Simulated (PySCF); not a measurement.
A structure optimised at PBE0-D3(BJ)/def2-SVP, used in a PySCF frequency run:

```
Si
H 1 1.4955
H 1 1.4955 2 108.44
H 1 1.4955 2 108.44 3 -117.56
Cd 1 2.5005 2 110.48 4 -121.22
I 5 2.6209 2 155.14 1 180.00
```

Task: Write its SMILES, formula and point group.

Result: [SiH3][Cd][I], CdH3ISi, C3v

Task: What are its rotational constants (standard atomic weights)?

Result: 85.154, 0.60106, 0.60106 GHz
